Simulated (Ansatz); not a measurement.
The first iterations of a band of C2H7CdN (11 atoms, charge 0, multiplicity 1).

Method: RKS PBE0/def2-SVP in Ansatz.

| Item | Value |
| --- | --- |
| movable images | 5 |
| climbing image | yes |
| spring | 5.0 eV/Å² |
| optimiser | quadratic models (default) |
| start path | through a guess of the saddle point |
| force threshold | 0.05 eV/Å |
| iteration limit | 60 |
| end points | relaxed |

Image 0:

```xyz
11
Properties=species:S:1:pos:R:3
C -0.940 1.414 0.941
C -0.691 -0.092 0.920
Cd 0.597 -0.790 -0.604
N 1.877 -1.308 -2.070
H -1.404 1.773 0.009
H -1.615 1.705 1.765
H -0.009 1.988 1.075
H -1.643 -0.640 0.816
H -0.261 -0.425 1.880
H 2.628 -1.945 -1.811
H 1.461 -1.678 -2.923
```

Image 6:

```xyz
11
Properties=species:S:1:pos:R:3
C -0.928 1.404 0.909
C -0.694 -0.103 0.949
Cd 0.566 -0.866 -0.568
N 1.729 -1.729 -1.967
H -1.401 1.727 -0.032
H -1.588 1.738 1.729
H 0.011 1.973 1.004
H -1.652 -0.646 0.882
H -0.252 -0.400 1.916
H 1.480 -1.541 -2.936
H 2.730 -1.558 -1.886
```

| iteration | highest image above the first end (eV) | largest band force component (eV/Å) |
| --- | --- | --- |
| 1 | 17.442 | 109.980 |
| 2 | 9.431 | 41.191 |
| 3 | 4.005 | 22.075 |
| 4 | 1.543 | 10.683 |

Question: Does the band converge within its limit, and where does its top end?

Answer: The forces met the threshold. It ended after 12 iterations with the highest image 0.005 eV above the first end. The top lies less than 8 meV above the higher end, about what the thresholds resolve: that end is a shoulder or a very shallow well. A vibrational analysis at the climbing image gives one clearly imaginary mode, 60i cm⁻¹: a first-order saddle point.

Run time: 3.7 min on 2 threads of Arm Neoverse V1 (shared host), peak memory 0.26 GiB.
